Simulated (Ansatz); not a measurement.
One change: `CO[SiH](F)C#N` becomes `CO[SiH](F)[SeH]`.

Ansatz, PBE0-D4/def2-TZVP geometries, multiplicity 1. Each molecule was computed in one conformer, which needn't be the lowest.

Scalar relativity is left out up to krypton.

| property | `CO[SiH](F)C#N` |
| --- | --- |
| LUMO energy (ωB97M-V/def2-TZVPP) / eV | 1.17 |
| ideal-gas entropy at 298 K and 1 bar (rigid rotor, harmonic PBE0-D4/def2-TZVP) / J/(mol·K) | 365 |
| LUMO energy (PBE0/def2-TZVPP) / eV | -0.90 |
| size of the dipole moment (B3LYP/def2-TZVPP) / D | 2.84 |
| LUMO energy (PBE/def2-TZVPP) / eV | -1.89 |
| zero-point energy (PBE0-D4/def2-TZVP) / kJ/mol | 166.7 |

(1) What does the change do to each property? (An estimate is asked.)

Answers

(1) The calculation gave: 
| property | `CO[SiH](F)[SeH]` | shift |
| --- | --- | --- |
| LUMO energy (ωB97M-V/def2-TZVPP) / eV | 1.81 | 0.64 |
| ideal-gas entropy at 298 K and 1 bar (rigid rotor, harmonic PBE0-D4/def2-TZVP) / J/(mol·K) | 376 | 11 |
| LUMO energy (PBE0/def2-TZVPP) / eV | -0.08 | 0.82 |
| size of the dipole moment (B3LYP/def2-TZVPP) / D | 2.21 | -0.63 |
| LUMO energy (PBE/def2-TZVPP) / eV | -0.98 | 0.91 |
| zero-point energy (PBE0-D4/def2-TZVP) / kJ/mol | 165.6 | -1.1 |

With PBE0 the HOMO rises by 2.02 eV and the LUMO rises by 0.82 eV, so the gap narrows by about 1.20 eV. PBE moves the HOMO by 1.60 eV and ωB97M-V by 2.27 eV. Dipoles are sizes alone; their direction can turn.

B3LYP here is the variant with VWN-RPA as its local correlation; programs differ in this.

Spin–orbit coupling is left out; it splits and shifts lone-pair levels of the heavy atoms by tenths of an eV.
